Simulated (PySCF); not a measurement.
## Structure from NMR data

Molecular formula: C5H8F4O. Simulated spectra:

¹H NMR (300 MHz, computed): δ 4.94 (m, 1H), 3.41 (m, 1H), 1.42 (d, 3H), 1.33 (d, 3H).

¹³C{¹H} NMR (computed): δ 126.6 (C), 110.8 (CH), 80.8 (CH), 25.9 (CH3), 25.0 (CH3).

Calculated, not measured (PySCF 2.14.0 with density-fitted response routines): shieldings: GIAO CAM-B3LYP/pcSseg-1, geometry from PBE0-D3(BJ)/def2-SVP. Rapidly exchanging positions averaged, no relativistic terms, single conformer, no solvent model.

Scale: ¹H (σ = 31.33 ppm), ¹³C (σ = 182.45 ppm) against TMS (reference shieldings calculated alike).

Deduce the structure.

Answers


- The formula gives 0 degrees of unsaturation.
- 5 carbon signals for 5 carbons: no two carbons are equivalent.
- Carbon types of the structure: 1 × C, 2 × CH, 2 × CH3, which accounts for all hydrogens.
- δC 126.6: CF3 carbon; 3 electronegative neighbours deshield it.
- δC 110.8: sp3 CH bonded to F and O; 2 electronegative neighbours deshield it.
- δC 80.8: sp3 CH bonded to O; pulled downfield by the heteroatom.
- δC 25.9, 25.0: methyl carbon; a saturated carbon with 1 carbon neighbour and no heteroatom attached.
- δH 4.94: hydrogen on an sp3 CH bonded to F and O; its carbon carries F and O, hence the downfield position.
- δH 3.41: hydrogen on an sp3 CH bonded to O; its carbon carries O, which withdraws density.
- δH 1.42, 1.33: hydrogen on a methyl carbon.

Structure: `CC(C)O[C@H](F)C(F)(F)F`.

This is the structure that produced the data.

Splittings by ¹⁹F in the carbon and heteronuclear signals aren't shown, as no couplings were computed. Shifts are as computed, not scaled to solution data. Of 1309 compounds with measured shifts, 239 miss one by over three times the rms of a fit or turn the order of signals round; such compounds aren't used in these exercises. No couplings were computed; multiplicities are counted from neighbouring protons, with m where these are inequivalent, close in shift, in a saturated or five-membered ring or joined by F or P, and br s for small geminal =CH2 splittings.
